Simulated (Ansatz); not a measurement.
`[GeH3][TeH]` + HCl → `[Cl][GeH3]` + H₂Te at 298.15 K and 1 bar (ligand exchange at a Ge–Te bond).

Gas-phase electronic energies from Ansatz, PBE0-D4/def2-TZVP geometries. CCSD(T)/CBS is the MP2 limit (def2-TZVPP, def2-QZVPP) plus CCSD(T) − MP2 in def2-TZVPP, frozen cores. This one scheme is used for every species. Elements past krypton have def2 core potentials. For Ge, Te outer-core shells are correlated without core-valence functions, which leaves a few kJ/mol of doubt a bond. Scalar relativity is left out up to krypton.

```
      species  CCSD(T)/CBS energy (Eh)  H − E (kJ/mol)  S (J/(mol·K))
`[GeH3][TeH]`              -2346.24724            93.7          311.2
          HCl               -460.38127            26.6          186.8
 `[Cl][GeH3]`              -2537.71925            76.4          263.9
         H₂Te               -268.91024            41.3          228.4
```

H − E and S are ideal-gas, rigid-rotor, harmonic terms from PBE0-D4/def2-TZVP. 1 Eh = 2625.50 kJ/mol, R = 8.31446 J/(mol·K).

By hand: ΔE, ΔH, ΔS and ΔG.

ΔE = (-2537.71925) + (-268.91024) − (-2346.24724) − (-460.38127) = -0.00098 Eh = -2.6 kJ/mol. Δ(H − E) = 76.4 + 41.3 − 93.7 − 26.6 = -2.6, so ΔH = -5.2 kJ/mol. ΔS = 263.9 + 228.4 − 311.2 − 186.8 = -5.7 J/(mol·K). ΔG = -5.2 − 298.15 × (-5.7)/1000 = -3.5 kJ/mol.

By hand: the equilibrium constant, and the temperature at which ΔG would vanish if ΔH and ΔS stayed fixed.

log₁₀ K = −ΔG/(RT ln 10) = 0.6. ΔG = 0 at ΔH/ΔS = 912 K, though so small a ΔH makes that figure unsure.

The number of gas molecules stays the same, so ΔS is small and ΔH decides. The sign of ΔG lies within the doubt. A doubt of 5 kJ/mol in ΔE shifts log₁₀ K by 0.9 here. These are equilibria of isolated gas molecules and say nothing of rates. Largest T1 diagnostic: 0.011 (customary marks: 0.02 for closed shells, 0.045 for open ones).
